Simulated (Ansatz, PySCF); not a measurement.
System: bromo(trimethyl)silane, C₃H₉BrSi, net charge 0, singlet state. 
Coordinates optimised at B3LYP-D3(BJ)/def2-TZVP (Ansatz, an electronic-structure program):
SMILES: C[Si](C)(C)Br
```xyz
14

Si    -0.0196     0.0954    -0.8263
C      1.6956    -0.2681    -1.4672
C     -1.2730    -1.1157    -1.4948
C     -0.5205     1.8607    -1.1690
Br     0.0337    -0.1643     1.4232
H      2.4279     0.4157    -1.0355
H      1.9974    -1.2874    -1.2219
H      1.7233    -0.1560    -2.5546
H     -0.9952    -2.1419    -1.2497
H     -1.3369    -1.0299    -2.5830
H     -2.2632    -0.9238    -1.0791
H     -0.5612     2.0385    -2.2472
H      0.1939     2.5617    -0.7349
H     -1.5046     2.0767    -0.7506
```
Charge 0, spin multiplicity 1.

Total electronic energies in hartree. Correlated levels leave the core frozen unless marked. Spin-orbit coupling is left out. The frozen core is the preceding noble-gas configuration, with the filled d and f shells of earlier blocks. No relativistic terms. Basis-set limits of correlation are two-point, X^-3; Hartree-Fock from the larger set. The bracket is a focal-point correction in the basis named.

```
level                                                              program  energy (Eh)
----------------------------------------------------------  --------------  -----------
HF-D4/def2-TZVPD                                             PySCF + dftd4  -2980.38354
RI-HF/def2-QZVPPD                                                   Ansatz  -2980.40970
BLYP-D3(BJ)/def2-TZVPD                                      Ansatz + dftd3  -2983.49681
BLYP-D4/def2-TZVPD                                          Ansatz + dftd4  -2983.49548
r2SCAN/def2-TZVPD                                                   Ansatz  -2983.41709
B97M-V/def2-TZVPD                                                   Ansatz  -2983.00197
B3LYP-D4/def2-TZVPD                                         Ansatz + dftd4  -2983.60975
PBE0/6-31G*                                                         Ansatz  -2982.58586
BHLYP-D4/def2-TZVPD                                         Ansatz + dftd4  -2983.46227
r2SCAN0/def2-TZVPD                                                  Ansatz  -2983.40577
CAM-B3LYP/def2-TZVPD                                                Ansatz          [?]
MP2/def2-TZVPP                                                      Ansatz  -2981.16716
RI-MP2/CBS(def2-TZVPP,def2-QZVPP)                                   Ansatz   -2981.3363
SCS-MP2/6-31G*                                                      Ansatz  -2980.54365
RI-MP2/CBS(def2-TZVPP,def2-QZVPP)+[CCSD(T)-MP2]/def2-TZVPP          Ansatz   -2981.4339
```

Complete the blanks.


- CAM-B3LYP/def2-TZVPD, energy (Eh): -2983.59021
